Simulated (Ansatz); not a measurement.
Conformers of `N[Si](O)(F)Cl`, each relaxed with PBE0-D4/def2-TZVP in Ansatz. CBS adds the triple-zeta coupled-cluster correction to the MP2 limit.

Not all of them had a frequency check.

Conformer A:

Z-matrix (Å, degrees):
```
Si
O 1 1.622
F 1 1.583 2 103.4
N 1 1.687 2 111.9 3 124.3
Cl 1 2.038 2 113.3 3 -115.0
H 2 0.958 1 117.0 3 -178.2
H 4 1.006 1 120.7 2 156.7
H 4 1.007 1 120.9 2 -52.9
```

Conformer B:

```xyz
8

N    -0.093    1.173    0.294
Si    0.053   -0.374   -0.372
O     0.083   -1.517    0.777
F     1.388   -0.341   -1.228
Cl   -1.432   -0.953   -1.637
H    -0.876    1.398    0.886
H     0.206    1.973   -0.240
H     0.672   -1.360    1.518
```

(1) Which is lowest in electronic energy at CCSD(T)/CBS (frozen core, def2 sets), and by how much? (An estimate is asked.)

(2) Give the energies relative to A (kJ/mol) with r2SCAN-D4/def2-TZVPP, PBE0-D4/def2-TZVPP, ωB97M-V/def2-TZVPP, B2PLYP/def2-TZVPP, r2SCAN/def2-TZVPP, HF/def2-QZVPP, MP2/CBS(def2). (Best estimate.)

Results:

(1) The calculation gave: A; B lies 1.4 kJ/mol higher. Gaps under about 2 kJ/mol don't settle the order.

(2) Ansatz gave: 
```csv
level,B
r2SCAN-D4/def2-TZVPP,1.2
PBE0-D4/def2-TZVPP,1.3
ωB97M-V/def2-TZVPP,1.4
B2PLYP/def2-TZVPP,1.2
r2SCAN/def2-TZVPP,1.2
HF/def2-QZVPP,1.6
MP2/CBS(def2),1.6
```
